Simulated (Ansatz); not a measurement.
From C to Sn: the vertical ionisation energy

One atom is swapped for its congeners: CH3Cl `CCl`; SiH3Cl (chlorosilane) `[SiH3]Cl`; GeH3Cl (chlorogermane) `[Cl][GeH3]`; SnH3Cl `[Cl][SnH3]`. All are singlets with charge 0.

Shapes, held fixed at every level: PBE0-D4/def2-TZVP. Programs: Ansatz 0.2.0. Values in eV.

(1) How should the vertical ionisation energy change along the series?

## Answers

(1) At B2PLYP/def2-TZVPP the vertical ionisation energy isn't monotonic: it is largest for Si and smallest for Sn (11.59 and 11.02 eV). 3 of 6 levels show this order throughout; 6 agree on the largest and the smallest. Measured values: NIST CCCBDB. For atoms past krypton def2 sets carry core potentials with scalar relativity. Relativity is left out for Ge unless named. Correlated rows may include outer-core shells of Ge, Sn, which these sets cover unevenly.

```json
{"level": "PBE-D4/def2-TZVPP", "CH3Cl": "11.08", "SiH3Cl": "11.14", "GeH3Cl": "10.90", "SnH3Cl": "10.58"}
{"level": "B3LYP-D4/def2-TZVPP", "CH3Cl": "11.27", "SiH3Cl": "11.46", "GeH3Cl": "11.19", "SnH3Cl": "10.90"}
{"level": "PBE0-D4/def2-TZVPP", "CH3Cl": "11.22", "SiH3Cl": "11.46", "GeH3Cl": "11.20", "SnH3Cl": "10.91"}
{"level": "wB97M-V/def2-TZVPP", "CH3Cl": "11.29", "SiH3Cl": "11.64", "GeH3Cl": "11.36", "SnH3Cl": "11.13"}
{"level": "wB97X-V/def2-TZVPP", "CH3Cl": "11.32", "SiH3Cl": "11.71", "GeH3Cl": "11.42", "SnH3Cl": "11.18"}
{"level": "B2PLYP/def2-TZVPP", "CH3Cl": "11.25", "SiH3Cl": "11.59", "GeH3Cl": "11.29", "SnH3Cl": "11.02"}
{"level": "measured", "CH3Cl": "11.29", "SiH3Cl": "–", "GeH3Cl": "–", "SnH3Cl": "–"}
```
